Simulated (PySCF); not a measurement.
Gas-phase reaction: Ge2H6 + 5 F2 = 2 GeF2 + 6 HF

Method: PySCF energies plus ideal-gas RRHO corrections (1 bar). † marks an energy on the PBE0/def2-TZVP geometry and frequencies; other levels use their own. CCSD(T) freezes the core. 6-31G* has spherical d functions here. All species are closed-shell singlets. B3LYP is the form with VWN-RPA correlation. Ge: all electrons, no relativistic terms. CCSD(T) isn't extrapolated to the basis-set limit; its ΔH°(298 K) is -2645.3 kJ in def2-SVP and -2779.6 kJ in def2-TZVPP. The harmonic model lacks anharmonicity and excited electronic states, which grow with temperature; levels with a mode under 35 cm⁻¹ are left out. Internal rotation in Ge2H6 is treated as a harmonic vibration of one conformer, which makes the entropy rough.

```json
[
 {"level": "B3LYP/6-31G*", "ΔE electronic, kJ": "-2455", "ΔH°(298 K), kJ": "-2430", "ΔS°(298 K), J/K": "273", "ΔG°(800 K), kJ": "-2652"},
 {"level": "CCSD(T)/def2-SVP†", "ΔE electronic, kJ": "-2675", "ΔH°(298 K), kJ": "-2645", "ΔS°(298 K), J/K": "274", "ΔG°(800 K), kJ": "-2869"},
 {"level": "HF/6-31G*", "ΔE electronic, kJ": "-2758", "ΔH°(298 K), kJ": "-2731", "ΔS°(298 K), J/K": "276", "ΔG°(800 K), kJ": "-2957"},
 {"level": "M06-2X/def2-TZVP†", "ΔE electronic, kJ": "-2929", "ΔH°(298 K), kJ": "-2899", "ΔS°(298 K), J/K": "274", "ΔG°(800 K), kJ": "-3123"},
 {"level": "PBE/def2-TZVP†", "ΔE electronic, kJ": "-2659", "ΔH°(298 K), kJ": "-2629", "ΔS°(298 K), J/K": "274", "ΔG°(800 K), kJ": "-2853"},
 {"level": "PBE0/def2-QZVP†", "ΔE electronic, kJ": "-2824", "ΔH°(298 K), kJ": "-2794", "ΔS°(298 K), J/K": "274", "ΔG°(800 K), kJ": "-3018"},
 {"level": "LDA/def2-TZVP†", "ΔE electronic, kJ": "-2696", "ΔH°(298 K), kJ": "-2667", "ΔS°(298 K), J/K": "274", "ΔG°(800 K), kJ": "-2890"},
 {"level": "ωB97X-V/def2-TZVP†", "ΔE electronic, kJ": "-2746", "ΔH°(298 K), kJ": "-2716", "ΔS°(298 K), J/K": "274", "ΔG°(800 K), kJ": "-2939"}
]
```
ΔH° is lowest at M06-2X/def2-TZVP† and highest at B3LYP/6-31G*. No reference value is set beside these.
